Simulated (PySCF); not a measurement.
# Radial density of Sc⁺ (scandium, charge +1)

UHF, [Ar] 3d1 4s1, high-spin 3D determinant. Calculation: PySCF 2.14, in aug-cc-pVDZ-DK; scalar relativity by spin-free X2C-1e.

```csv
r (bohr),4πr²ρ (e/bohr),4πr²(ρα − ρβ)
0.00131,0.1678,0.0001
0.00220,0.4305,0.0002
0.00370,1.081,0.0004
0.00622,2.618,0.0011
0.0105,5.953,0.0024
0.0176,12.10,0.0047
0.0296,20.30,0.0072
0.0498,24.88,0.0061
0.0838,20.56,-0.0007
0.141,19.41,0.0065
0.237,26.40,0.0440
0.399,14.84,0.1277
0.671,7.089,0.4405
1.13,8.072,0.5825
1.90,2.020,0.4977
3.19,0.4742,0.4431
5.37,0.08813,0.0881
9.03,0.0007122,0.0007
```

Densities and radii are taken from the X2C orbitals without a picture-change correction, which distorts them close to the nucleus.
